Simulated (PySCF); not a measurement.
Continuum solvent and chemical shifts

Bonds (- single, = double, # triple, : aromatic): C1-O2, O2-C3, C3=O4, C3-C5, C5-C6, C6=O7, C6-O8, O8-C9. C1 carries H10, H11, H12; C5 carries H13, H14; C9 carries H15, H16, H17.

GIAO PBE0/pcSseg-1 in PySCF 2.14.0 with density-fitted response routines on one PBE0-D3(BJ)/def2-SVP conformer, non-relativistic, equivalent nuclei averaged. Solvents enter as an IEF-PCM continuum (chloroform with ε = 4.7, dimethylsulfoxide with ε = 46.8, water with ε = 78.4) around the gas-phase geometry. Shifts are referred to TMS computed in the same medium.

Gas phase, δ in ppm: C3/C6 172.6, C1/C9 52.7, C5 41.7, H10/H11/H12/H15/H16/H17 3.64, H13/H14 3.14. Dipole moment 2.02 D.

Question: How does each δ change in the continuum?

Answer: 
```tsv
atoms	environment	Δδ, chloroform	Δδ, dimethylsulfoxide	Δδ, water
C3/C6	ester carbonyl carbon	+3.0	+4.3	+4.4
C1/C9	methyl carbon bonded to O	+1.0	+1.4	+1.4
C5	sp3 CH2 α to a carbonyl	+1.5	+2.1	+2.2
H10/H11/H12/H15/H16/H17	hydrogen on a methyl carbon bonded to O	+0.11	+0.14	+0.14
H13/H14	hydrogen on an sp3 CH2 α to a carbonyl	+0.23	+0.34	+0.34
```

Changes are relative to the gas phase. The dipole moment becomes 2.52 D in chloroform, 2.76 D in dimethylsulfoxide, 2.77 D in water.

Question: Which nuclei move most (in ppm), and what does the model miss?

Answer: C3/C6 (ester carbonyl carbon, +4.4 ppm) in water. A continuum only polarises the solute; specific hydrogen bonds, the anisotropy of aromatic solvents and changes of geometry or conformer are outside it.

Measured shifts for comparison: H10/H11/H12/H15/H16/H17: 3.65 (THF-d8), 3.72 (CD2Cl2), 3.75 (CDCl3), 3.24 (toluene-d8), 3.23 (C6D6); H13/H14: 3.35 (THF-d8), 3.37 (CD2Cl2), 3.40 (CDCl3), 2.92 (toluene-d8), 2.97 (C6D6); C3/C6: 167.1 (THF-d8), 167.3 (CD2Cl2), 167.2 (CDCl3), 166.5 (toluene-d8), 166.7 (C6D6); C1/C9: 52.1 (THF-d8), 52.8 (CD2Cl2), 52.6 (CDCl3), 51.8 (toluene-d8), 51.9 (C6D6); C5: 41.1 (THF-d8), 41.5 (CD2Cl2), 41.1 (CDCl3), 40.9 (toluene-d8), 41.0 (C6D6). Source: Fulmer et al., Organometallics 2010, 29, 2176.
